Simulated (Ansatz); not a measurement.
Ansatz (a program for electronic structure) input for C3H7In, SMILES C=[CH][InH][CH3], PBE/def2-SVPD. The structure is a stationary point at r2SCAN-D4/def2-SVP. The structure was generated by enumeration; whether it is a known compound was not checked. The def2 effective core potentials stand for the cores of In; spin–orbit coupling is left out. The values are those of a single conformer.

Ansatz 0.2 input:
```yaml
crystal:
  periodic: [false, false, false]
  atoms:
    - {symbol: In, position_ang: [-0.17933633, 0.17428932, 0.28540530]}
    - {symbol: H, position_ang: [-1.60680073, -0.32764885, 1.14547977]}
    - {symbol: C, position_ang: [0.87061398, 2.01452075, 0.74729047]}
    - {symbol: H, position_ang: [1.17952616, 2.01654465, 1.80455667]}
    - {symbol: H, position_ang: [0.19960600, 2.87528330, 0.59739072]}
    - {symbol: H, position_ang: [1.76109801, 2.14484233, 0.11563230]}
    - {symbol: C, position_ang: [0.47132746, -1.16515148, -1.27712911]}
    - {symbol: C, position_ang: [-0.19654986, -2.30060338, -1.54387651]}
    - {symbol: H, position_ang: [1.36111250, -0.94729710, -1.88633308]}
    - {symbol: H, position_ang: [0.11563956, -2.99907314, -2.33455731]}
    - {symbol: H, position_ang: [-1.09505072, -2.59542309, -0.98473756]}
basis:
  gaussian:
    orbitals: def2-SVPD
hamiltonian:
  xc: {name: PBE}
```

It prints:

```
WARN ansatz: RAYON_NUM_THREADS=1 ignored (pool sized by the plan → 1); use --threads N
Functional definition: PBE
integrals: 0.07 GiB planned
1308 factors; their error is unknown
mean field: 0.52 GiB planned
mean field evaluation 1: about -8375.0539 eV, gradient 7.6e1 eV
mean field evaluation 2: about -8325.3118 eV, gradient 1.3e2 eV
mean field evaluation 4: about -8389.9844 eV, gradient 1.6e1 eV
mean field evaluation 8: about -8390.6369 eV, gradient 6.3e-2 eV
mean field evaluation 16: about -8390.5837 eV, gradient 3.0e-5 eV
mean field -8390.58371706 eV, -308.3482642600 hartree, gradient 3.0e-5 eV, S^2 0.000000; 0 other end points of the search recorded, 0 dependent functions left out
reference -8390.58377725 eV, -308.3482664719 hartree; 23, 23 occupied and 125, 125 virtual orbitals, 1308 factors
Total energy: -8390.58377725 eV, -308.3482664719 hartree
```

The run converged.

Cost: about 7 core-seconds (a rough figure).
